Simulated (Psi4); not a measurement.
CH3S (SMILES C[S]), doublet, geometry from GFN2-xTB; CCSD(T)/def2-SVP run with Psi4.

Input for Psi4:
```
memory 2 GB

molecule {
0 2
C     0.01437225    1.10467196    0.00732222
S    -0.00894335   -0.68739846   -0.00455636
H     1.04719307    1.44329523    0.02596812
H    -0.50936900    1.45780609    0.89203890
H    -0.48096403    1.46924225   -0.88903858
}

set {
  basis def2-svp
  reference uhf
  freeze_core true
  mp2_type conv
  scf_type pk
  puream true
  d_convergence 1e-8
}

energy('ccsd(t)')
print_variables()
```

What the program printed (banner, timings and long lists left out):

```
   => Loading Basis Set <=

    Name: DEF2-SVP
    Role: ORBITAL
    Keyword: BASIS

         ---------------------------------------------------------
                                   SCF
               by Justin Turney, Rob Parrish, Andy Simmonett
                          and Daniel G. A. Smith
                              UHF Reference
         ---------------------------------------------------------

  ==> Geometry <==

    Molecular point group: c1
    Full point group: C1

    Geometry (in Angstrom), charge = 0, multiplicity = 2:

       Center              X                  Y                   Z               Mass
    ------------   -----------------  -----------------  -----------------  -----------------
         C            0.015567372848     1.196530607500     0.007931097000    12.000000000000
         S           -0.007748227152    -0.595539812500    -0.003947483000    31.972071174400
         H            1.048388192848     1.535153877500     0.026576997000     1.007825032230
         H           -0.508173877152     1.549664737500     0.892647777000     1.007825032230
         H           -0.479768907152     1.561100897500    -0.888429703000     1.007825032230

  Running in c1 symmetry.

  Rotational constants: A =      5.27130  B =      0.45101  C =      0.45101 [cm^-1]
  Rotational constants: A = 158029.47050  B =  13520.95251  C =  13520.95251 [MHz]
  Nuclear repulsion =   48.678267139418530

  Charge       = 0
  Multiplicity = 2
  Electrons    = 25
  Nalpha       = 13
  Nbeta        = 12

  ==> Algorithm <==

  SCF Algorithm Type is PK.
  DIIS enabled.
  MOM disabled.
  Fractional occupation disabled.
  Guess Type is SAD.
  Energy threshold   = 1.00e-08
  Density threshold  = 1.00e-08
  Integral threshold = 1.00e-12

  ==> Primary Basis <==

  Basis Set: DEF2-SVP
    Blend: DEF2-SVP
    Number of shells: 23
    Number of basis functions: 47
    Number of Cartesian functions: 49
    Spherical Harmonics?: true
    Max angular momentum: 2

  ==> Integral Setup <==

  Using in-core PK algorithm.
   Calculation information:
      Number of atoms:                   5
      Number of AO shells:              23
      Number of primitives:             45
      Number of atomic orbitals:        49
      Number of basis functions:        47

      Integral cutoff                 1.00e-12
      Number of threads:                 1

  Performing in-core PK
  Using 1273512 doubles for integral storage.
  We computed 37929 shell quartets total.
  Whereas there are 38226 unique shell quartets.

  ==> DiskJK: Disk-Based J/K Matrices <==

    J tasked:                  Yes
    K tasked:                  Yes
    wK tasked:                  No
    Schwarz Cutoff:          1E-12

  Minimum eigenvalue in the overlap matrix is 1.0176444876E-02.
  Reciprocal condition number of the overlap matrix is 2.0915646031E-03.
    Using symmetric orthogonalization.

  ==> Pre-Iterations <==

  SCF Guess: Superposition of Atomic Densities via on-the-fly atomic UHF (no occupation information).

   -------------------------
    Irrep   Nso     Nmo
   -------------------------
     A         47      47
   -------------------------
    Total      47      47
   -------------------------

  ==> Iterations <==

                        Total Energy        Delta E     RMS |[F,P]|

   @UHF iter SAD:  -436.38858500976460   -4.36389e+02   0.00000e+00
   @UHF iter   1:  -436.92003838910500   -5.31453e-01   4.54831e-03 DIIS/ADIIS
   @UHF iter   2:  -436.95682327248028   -3.67849e-02   1.51683e-03 DIIS/ADIIS
   @UHF iter   3:  -436.96149171301943   -4.66844e-03   6.17588e-04 DIIS/ADIIS
   @UHF iter   4:  -436.96254055969069   -1.04885e-03   1.75838e-04 DIIS/ADIIS
   @UHF iter   5:  -436.96262560732629   -8.50476e-05   5.29551e-05 DIIS
   @UHF iter   6:  -436.96263558329690   -9.97597e-06   1.52725e-05 DIIS
   @UHF iter   7:  -436.96263638089727   -7.97600e-07   4.87901e-06 DIIS
   @UHF iter   8:  -436.96263647746281   -9.65655e-08   2.31397e-06 DIIS
   @UHF iter   9:  -436.96263650781214   -3.03493e-08   1.12447e-06 DIIS
   @UHF iter  10:  -436.96263651660900   -8.79686e-09   3.41435e-07 DIIS
   @UHF iter  11:  -436.96263651730436   -6.95366e-10   1.05419e-07 DIIS
   @UHF iter  12:  -436.96263651736172   -5.73550e-11   3.19806e-08 DIIS
   @UHF iter  13:  -436.96263651736621   -4.49063e-12   1.03594e-08 DIIS
   @UHF iter  14:  -436.96263651736666   -4.54747e-13   4.37225e-09 DIIS
  Energy and wave function converged.

  ==> Post-Iterations <==

   @Spin Contamination Metric:   8.960547851E-03
   @S^2 Expected:                7.500000000E-01
   @S^2 Observed:                7.589605479E-01
   @S   Expected:                5.000000000E-01
   @S   Observed:                5.000000000E-01

    Orbital Energies [Eh]
    ---------------------

    Alpha Occupied:

[...]
      13A     -0.363870

    Alpha Virtual:

[...]
      47A      3.243754

    Beta Occupied:

[...]
    Beta Virtual:

[...]
    Final Occupation by Irrep:
              A
    DOCC [    12 ]
    SOCC [     1 ]
    NA   [    13 ]
    NB   [    12 ]

  @UHF Final Energy:  -436.96263651736666

   => Energetics <=

    Nuclear Repulsion Energy =             48.6782671394185300
    One-Electron Energy =                -698.9797281565768117
    Two-Electron Energy =                 213.3388244997916559
    Total Energy =                       -436.9626365173666613

  UHF NO Occupations:
  HONO-2 :   11  A 1.9997075
  HONO-1 :   12  A 1.9960390
  HONO-0 :   13  A 1.0000000
  LUNO+0 :   14  A 0.0039610
  LUNO+1 :   15  A 0.0002925
  LUNO+2 :   16  A 0.0001733
  LUNO+3 :   17  A 0.0000374

Computation Completed

Properties will be evaluated at   0.000000,   0.000000,   0.000000 [a0]

Properties computed using the SCF density matrix

 Multipole Moments:

 ------------------------------------------------------------------------------------
     Multipole            Electronic (a.u.)      Nuclear  (a.u.)        Total (a.u.)
[...]
     8        -0.285146443114604    2.200e-05    0.013493    0.000000    0.000000    0.000000
     9        -0.285146252300576    7.603e-06    0.013493    0.000000    0.000000    0.000000
    10        -0.285146316709917    3.003e-06    0.013493    0.000000    0.000000    0.000000
    11        -0.285146322447068    1.519e-06    0.013493    0.000000    0.000000    0.000000
    12        -0.285146349795841    8.189e-07    0.013493    0.000000    0.000000    0.000000
    13        -0.285146343651129    4.410e-07    0.013493    0.000000    0.000000    0.000000
    14        -0.285146340970365    2.792e-07    0.013493    0.000000    0.000000    0.000000
    15        -0.285146340054065    2.483e-07    0.013493    0.000000    0.000000    0.000000
    16        -0.285146340442081    2.449e-07    0.013493    0.000000    0.000000    0.000000
    17        -0.285146340686496    2.439e-07    0.013493    0.000000    0.000000    0.000000
    18        -0.285146340708648    2.431e-07    0.013493    0.000000    0.000000    0.000000
    19        -0.285146340325809    2.399e-07    0.013493    0.000000    0.000000    0.000000
    20        -0.285146340525087    2.247e-07    0.013493    0.000000    0.000000    0.000000
    21        -0.285146341238847    1.642e-07    0.013493    0.000000    0.000000    0.000000
    22        -0.285146341053882    8.012e-08    0.013493    0.000000    0.000000    0.000000

    Iterations converged.

    Largest TIA Amplitudes:
              4  19         0.0115738942
              4  18         0.0088780154
              4  15         0.0067244543
              5   5        -0.0060013814
              6  17         0.0047031656
              1   4        -0.0046684833
              6  12        -0.0046579470
              5  11        -0.0046540065
              2  13         0.0043940438
              5   1         0.0042216397

    Largest Tia Amplitudes:
              3   0        -0.0251718259
              4   4         0.0109928245
              1  16        -0.0091687811
              4  20         0.0083628361
              1   4         0.0083228534
              5  12        -0.0072606163
              4  13         0.0059846743
              5   6        -0.0059738281
              4  18         0.0058712807
              4  16        -0.0054066436

    Largest TIJAB Amplitudes:
      6   5  10   9         0.0190857292
      5   4   5   3         0.0189518249
      6   4   6   3         0.0181398664
      6   5  13  10         0.0145524142
      6   4  17   3         0.0144600011
      5   4  16   3         0.0143326087
      6   5  14  11         0.0117543628
      6   5  14   9        -0.0104165393
      6   5  12  11        -0.0101954596
      6   5  17  16        -0.0101611303

    Largest Tijab Amplitudes:
      5   4   6   4         0.0180137195
      4   3   4   0        -0.0166368163
      5   4  17   4        -0.0136461616
      5   1  15   0         0.0109242626
      3   2   7   3        -0.0105661471
      3   2   6   2         0.0100522862
      4   3   7   4         0.0094674393
      5   4   6   5         0.0093828711
      5   4  14  12         0.0093721297
      4   2   8   3        -0.0091513736

    Largest TIjAb Amplitudes:
      4   4   3   4        -0.0591758346
      3   2   2   3        -0.0281383996
      2   3   1   2         0.0278527576
      6   5  12  12        -0.0260586222
      6   5  17  17         0.0234406691
      6   5  10  15        -0.0234121003
      2   3   5   7        -0.0232150550
      5   1   3   0        -0.0230756376
      4   4   0   4        -0.0229155295
      3   2   6   6         0.0228736281

    SCF energy       (wfn)                    = -436.962636517366661
    Reference energy (file100)                = -436.962636517366604

    Opposite-spin MP2 correlation energy      =   -0.195458929942572
    Same-spin MP2 correlation energy          =   -0.056088432114702
    Singles MP2 correlation energy            =   -0.000000000000000
    MP2 correlation energy                    =   -0.251547362057274
      * MP2 total energy                      = -437.214183879423899

    Opposite-spin CCSD correlation energy     =   -0.230868178271440
    Same-spin CCSD correlation energy         =   -0.054278162782442
    Singles CCSD correlation energy           =   -0.000000000000000
    CCSD correlation energy                   =   -0.285146341053882
      * CCSD total energy                     = -437.247782858420464

            **************************
            *                        *
            *        CCTRIPLES       *
            *                        *
            **************************

    Wave function   =    CCSD_T
    Reference wfn   =      UHF

    Nuclear Rep. energy (wfn)                =   48.678267139418530
    SCF energy          (wfn)                = -436.962636517366661
    Reference energy    (file100)            = -436.962636517366604
    CCSD energy         (file100)            =   -0.285146341053882
    Total CCSD energy   (file100)            = -437.247782858420464

    Number of ijk index combinations:
    Spin Case AAA:                                  35
    Spin Case BBB:                                  20
    Spin Case AAB:                                 126
    Spin Case ABB:                                 105
    AAA (T) energy                             =   -0.000154478815865
    BBB (T) energy                             =   -0.000118454422934
    AAB (T) energy                             =   -0.003575067507113
    ABB (T) energy                             =   -0.003185472002475
    (T) energy                                   =   -0.007033472748387
      * CCSD(T) total energy                     = -437.254816331168854

  Variable Map:
  ----------------------------------------------------------------------------
[...]
  Array Variable Map:
  ----------------------------------------------------------------------------
[...]
[...]
```
